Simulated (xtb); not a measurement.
C$_{6}$H$_{18}$Si$_{2}$, charge +1, doublet, from a rough starting geometry (a state made from the parent by changing its charge; the spin is typed, not shown lowest); GFN2-xTB in xtb.

Input for xtb:
```
$ xtb mol.xyz --gfn 2 --chrg 1 --uhf 1 --opt vtight --json

# file mol.xyz
26

C     -1.88126053    -0.73231827    -1.62542499
Si    -1.20476141    -0.20737758     0.03512912
C     -2.07157717     1.34820289     0.54677107
C     -1.63506629    -1.53457126     1.28548303
Si     1.15645172     0.21948796    -0.08568312
C      1.85566856     0.76600190     1.61355804
C      1.59953648     1.52058905    -1.32700177
C      2.06013679    -1.33789923    -0.59266897
H     -1.36297787    -1.68227587    -1.99779101
H     -1.66980395    -0.02917286    -2.42010364
H     -2.89080460    -0.91938941    -1.60626166
H     -3.15491245     1.25481791     0.59563036
H     -1.76868635     1.72898158     1.54050525
H     -1.94426519     2.16109516    -0.16148251
H     -2.65059230    -1.75840477     1.35921973
H     -1.07606319    -2.51335643     1.03323353
H     -1.22779637    -1.28885365     2.32546732
H      2.91509329     0.88471517     1.59124213
H      1.33422396     1.70504759     2.00175197
H      1.65325074     0.03292903     2.41643849
H      1.23150136     1.24195202    -2.33233265
H      1.11175200     2.51370793    -1.03576151
H      2.68916856     1.74301608    -1.35730952
H      1.78005399    -1.74364948    -1.56020751
H      1.93042639    -2.15465617     0.18856747
H      3.09986372    -1.24190613    -0.61889969
```

Q: What does xtb print? Leave out banner, timings and long lists.

A: 
```
   ID    Z sym.   atoms
    1    6 C      1, 3, 4, 6-8
    2   14 Si     2, 5
    3    1 H      9-26

           -------------------------------------------------
          |                Calculation Setup                |
           -------------------------------------------------

           -------------------------------------------------
          |                 G F N 2 - x T B                 |
           -------------------------------------------------

          ...................................................
          :                      SETUP                      :
          :.................................................:
          :  # basis functions                  62          :
          :  # atomic orbitals                  60          :
          :  # shells                           36          :
          :  # electrons                        49          :
          :  max. iterations                   250          :
          :  Hamiltonian                  GFN2-xTB          :
          :  restarted?                      false          :
          :  GBSA solvation                  false          :
          :  PC potential                    false          :
          :  electronic temp.          300.0000000     K    :
          :  accuracy                    1.0000000          :
          :  -> integral cutoff          0.2500000E+02      :
          :  -> integral neglect         0.1000000E-07      :
          :  -> SCF convergence          0.1000000E-05 Eh   :
          :  -> wf. convergence          0.1000000E-03 e    :
          :  Broyden damping             0.4000000          :
          :  net charge                          1          :
          :  unpaired electrons                  1          :
          ...................................................

 iter      E             dE          RMSdq      gap      omega  full diag
   1    -25.1348415 -0.251348E+02  0.338E+00    5.04       0.0  T
   2    -25.3031054 -0.168264E+00  0.376E+00    4.29       1.0  T
   3    -25.3642551 -0.611496E-01  0.244E+00    4.51       1.0  T
   4    -25.3423176  0.219375E-01  0.156E+00    4.60       1.0  T
   5    -25.3678677 -0.255502E-01  0.647E-01    4.65       1.0  T
   6    -25.3686983 -0.830551E-03  0.216E-01    4.66       1.0  T
   7    -25.3689517 -0.253404E-03  0.737E-02    4.66       1.0  T
   8    -25.3689898 -0.381580E-04  0.384E-02    4.66       1.0  T
   9    -25.3690054 -0.155484E-04  0.203E-02    4.66       1.0  T
  10    -25.3690099 -0.456909E-05  0.110E-02    4.66       1.8  T
  11    -25.3690104 -0.475969E-06  0.637E-03    4.66       3.1  T
  12    -25.3690108 -0.406781E-06  0.286E-03    4.66       6.8  T
  13    -25.3690109 -0.269450E-07  0.187E-03    4.66      10.5  T
  14    -25.3690109 -0.340351E-07  0.609E-04    4.66      32.2  T
  15    -25.3690109 -0.314979E-08  0.255E-04    4.66      77.0  T

   *** convergence criteria satisfied after 15 iterations ***

         :::::::::::::::::::::::::::::::::::::::::::::::::::::
         ::                     SUMMARY                     ::
         :::::::::::::::::::::::::::::::::::::::::::::::::::::
         :: total energy             -24.985139723524 Eh    ::
         :: gradient norm              0.174838896241 Eh/a0 ::
         :: HOMO-LUMO gap              4.659737346742 eV    ::
         ::.................................................::
         :: SCC energy               -25.368704745542 Eh    ::
         :: -> isotropic ES            0.105350080148 Eh    ::
         :: -> anisotropic ES         -0.008722435515 Eh    ::
         :: -> anisotropic XC          0.016460035527 Eh    ::
         :: -> dispersion             -0.017135307800 Eh    ::
         :: repulsion energy           0.383565022018 Eh    ::
         :: add. restraining           0.000000000000 Eh    ::
         :: total charge               1.000000000096 e     ::
         :::::::::::::::::::::::::::::::::::::::::::::::::::::

      -----------------------------------------------------------
     |                   =====================                   |
     |                        A N C O P T                        |
     |                   =====================                   |
     |               Approximate Normal Coordinate               |
     |                Rational Function Optimizer                |
      -----------------------------------------------------------
      -----------------------------------------------------------
     |                   =====================                   |
     |                        A N C O P T                        |
     |                   =====================                   |
     |               Approximate Normal Coordinate               |
     |                Rational Function Optimizer                |
      -----------------------------------------------------------

          ...................................................
          :                      SETUP                      :
          :.................................................:
          :   optimization level         verytight          :
          :   max. optcycles                   520          :
          :   ANC micro-cycles                  20          :
          :   degrees of freedom                72          :
          :.................................................:
          :   RF solver                   davidson          :
          :   write xtbopt.log                true          :
          :   linear?                        false          :
          :   energy convergence         0.1000000E-06 Eh   :
          :   grad. convergence          0.2000000E-03 Eh/α :
          :   maxmium RF displ.          1.0000000          :
          :   Hlow (freq-cutoff)         0.1000000E-01      :
          :   Hmax (freq-cutoff)         5.0000000          :
          :   S6 in model hess.         20.0000000          :
[...]
 * total energy  :   -25.0210168 Eh     change       -0.1219024E-02 Eh
 * total energy  :   -25.0220300 Eh     change       -0.1013225E-02 Eh
 * total energy  :   -25.0223628 Eh     change       -0.3328198E-03 Eh
 * total energy  :   -25.0225883 Eh     change       -0.2255084E-03 Eh
 * total energy  :   -25.0226610 Eh     change       -0.7264657E-04 Eh
 * total energy  :   -25.0227055 Eh     change       -0.4453731E-04 Eh
 * total energy  :   -25.0227231 Eh     change       -0.1760318E-04 Eh
 * total energy  :   -25.0227289 Eh     change       -0.5792568E-05 Eh
 * total energy  :   -25.0227312 Eh     change       -0.2251061E-05 Eh
 * total energy  :   -25.0227323 Eh     change       -0.1124515E-05 Eh
 * total energy  :   -25.0227327 Eh     change       -0.4159077E-06 Eh
 * total energy  :   -25.0227328 Eh     change       -0.9671858E-07 Eh
   *** GEOMETRY OPTIMIZATION CONVERGED AFTER 15 ITERATIONS ***
         :: total energy             -25.022732817411 Eh    ::
[...]
        24        2.0000           -0.5558610             -15.1257
        25        1.0000           -0.4750940             -12.9280 (HOMO)
        26                         -0.3424749              -9.3192 (LUMO)
        27                         -0.3044389              -8.2842
        28                         -0.3039989              -8.2722
        29                         -0.3039522              -8.2710
        30                         -0.2711158              -7.3774
        31                         -0.2710862              -7.3766
        32                         -0.2097045              -5.7064
        33                         -0.2096712              -5.7054
        34                         -0.1552886              -4.2256
        35                         -0.1551980              -4.2232
        36                         -0.1080645              -2.9406
       ...                                ...                  ...
        60                          0.3566243               9.7042
      -------------------------------------------------------------
                  HL-Gap            0.1326191 Eh            3.6087 eV
             Fermi-level           -0.4621310 Eh          -12.5752 eV

     #   Z          covCN         q      C6AA      α(0)
     1   6 C        3.650    -0.221    25.286     7.223
     2  14 Si       3.225     0.499   134.540    24.185
     3   6 C        3.650    -0.221    25.286     7.223
     4   6 C        3.650    -0.221    25.286     7.223
     5  14 Si       3.225     0.499   134.539    24.185
     6   6 C        3.650    -0.221    25.286     7.223
     7   6 C        3.650    -0.221    25.285     7.223
     8   6 C        3.650    -0.221    25.286     7.223
     9   1 H        0.925     0.072     2.068     2.249
    10   1 H        0.925     0.072     2.067     2.249
    11   1 H        0.925     0.078     1.997     2.210
    12   1 H        0.925     0.078     1.997     2.210
    13   1 H        0.925     0.072     2.067     2.248
    14   1 H        0.925     0.072     2.068     2.249
    15   1 H        0.925     0.078     1.997     2.210
    16   1 H        0.925     0.072     2.067     2.248
    17   1 H        0.925     0.072     2.068     2.249
    18   1 H        0.925     0.078     1.997     2.210
    19   1 H        0.925     0.072     2.067     2.248
    20   1 H        0.925     0.072     2.068     2.249
    21   1 H        0.925     0.072     2.067     2.248
    22   1 H        0.925     0.072     2.068     2.249
    23   1 H        0.925     0.078     1.997     2.210
    24   1 H        0.925     0.072     2.068     2.249
    25   1 H        0.925     0.072     2.067     2.248
    26   1 H        0.925     0.078     1.997     2.210

 Mol. C6AA /au·bohr⁶  :       6126.524439
 Mol. C8AA /au·bohr⁸  :     195545.687365
 Mol. α(0) /au        :        131.951083

Wiberg/Mayer (AO) data.
largest (>0.10) Wiberg bond orders for each atom

 ---------------------------------------------------------------------------
     #   Z sym  total        # sym  WBO       # sym  WBO       # sym  WBO
 ---------------------------------------------------------------------------
     1   6 C    3.986 --     9 H    0.973    10 H    0.973    11 H    0.967
                             2 Si   0.938
     2  14 Si   3.435 --     3 C    0.938     1 C    0.938     4 C    0.938
                             5 Si   0.389
     3   6 C    3.986 --    14 H    0.973    13 H    0.973    12 H    0.967
                             2 Si   0.938
     4   6 C    3.986 --    17 H    0.973    16 H    0.973    15 H    0.967
                             2 Si   0.938
     5  14 Si   3.435 --     8 C    0.938     7 C    0.938     6 C    0.938
                             2 Si   0.389
     6   6 C    3.986 --    20 H    0.973    19 H    0.973    18 H    0.967
                             5 Si   0.938
     7   6 C    3.986 --    22 H    0.973    21 H    0.973    23 H    0.967
                             5 Si   0.938
     8   6 C    3.986 --    24 H    0.973    25 H    0.973    26 H    0.967
                             5 Si   0.938
     9   1 H    0.995 --     1 C    0.973
    10   1 H    0.995 --     1 C    0.973
    11   1 H    0.993 --     1 C    0.967
    12   1 H    0.993 --     3 C    0.967
    13   1 H    0.995 --     3 C    0.973
    14   1 H    0.995 --     3 C    0.973
    15   1 H    0.993 --     4 C    0.967
    16   1 H    0.995 --     4 C    0.973
    17   1 H    0.995 --     4 C    0.973
    18   1 H    0.993 --     6 C    0.967
    19   1 H    0.995 --     6 C    0.973
    20   1 H    0.995 --     6 C    0.973
    21   1 H    0.995 --     7 C    0.973
    22   1 H    0.995 --     7 C    0.973
    23   1 H    0.993 --     7 C    0.967
    24   1 H    0.995 --     8 C    0.973
    25   1 H    0.995 --     8 C    0.973
    26   1 H    0.993 --     8 C    0.967
 ---------------------------------------------------------------------------

Topologies differ in total number of bonds
Writing topology from bond orders to xtbtopo.mol

molecular dipole:
                 x           y           z       tot (Debye)
 q only:       -0.009      -0.001      -0.014
   full:       -0.009      -0.001      -0.014       0.042
molecular quadrupole (traceless):
                xx          xy          yy          xz          yz          zz
 q only:        5.895       1.487      -2.832      -0.382      -0.062      -3.063
  q+dip:        6.412       1.618      -3.081      -0.417      -0.068      -3.331
   full:        8.468       2.138      -4.069      -0.547      -0.090      -4.399

optimized geometry written to: xtbopt.xyz

           -------------------------------------------------
          | TOTAL ENERGY              -25.022732817411 Eh   |
          | GRADIENT NORM               0.000065211727 Eh/α |
          | HOMO-LUMO GAP               3.608748618946 eV   |
           -------------------------------------------------

normal termination of xtb
```
